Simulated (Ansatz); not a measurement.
Stepwise reaction of `O[Si](F)([SiH3])[SiH3]` with water, as a gas-phase model of exchange steps in deposition or etching. ΔE in kJ/mol; ΔG adds harmonic PBE0-D4 terms to CCSD(T)/CBS, at 1 bar.

Program: Ansatz. Geometries: PBE0-D4/def2-TZVP. ΔE: electronic, gas phase. CCSD(T)/CBS is the MP2 limit (def2-TZVPP, def2-QZVPP) plus CCSD(T) − MP2 in def2-TZVPP, frozen cores. This one scheme is used for every species. Functionals use def2-TZVPP. B3LYP here is the variant with VWN-RPA as its local correlation; programs differ in this. One conformer a species, not always the lowest.

```json
{"step": "2", "reaction": "`O[Si](O)(F)[SiH3]` + H₂O → `O[Si](O)(O)F` + SiH₄", "PBE-D4": "-102.0", "B3LYP-D4": "-123.9", "ωB97M-V": "-131.4", "CCSD(T)/CBS": "-125.3", "ΔG(600 K)": "-115.2"}
```

Give the row of step 1, `O[Si](F)([SiH3])[SiH3]` + H₂O → `O[Si](O)(F)[SiH3]` + SiH₄. (An estimate is asked.)

The calculation gave: 
| step | reaction | PBE-D4 | B3LYP-D4 | ωB97M-V | CCSD(T)/CBS | ΔG(600 K) |
| --- | --- | --- | --- | --- | --- | --- |
| 1 | `O[Si](F)([SiH3])[SiH3]` + H₂O → `O[Si](O)(F)[SiH3]` + SiH₄ | -107.1 | -128.9 | -136.2 | -128.6 | -121.0 |

By hand: ΔE of the 2 steps together at CCSD(T)/CBS.

(-128.6) + (-125.3) = -253.9 kJ/mol, or -126.9 kJ/mol a step.

In ΔE the steps differ by no more than 3.3 kJ/mol. All are downhill at CCSD(T)/CBS. ΔG lies between -121.0 and -115.2 kJ/mol a step. PBE-D4 differs from CCSD(T)/CBS by 21.5 to 23.3 kJ/mol a step. Only this route is followed, and other bonds may react first. Isolated molecules leave out the surface, adducts and barriers. Largest T1 diagnostic: 0.013.
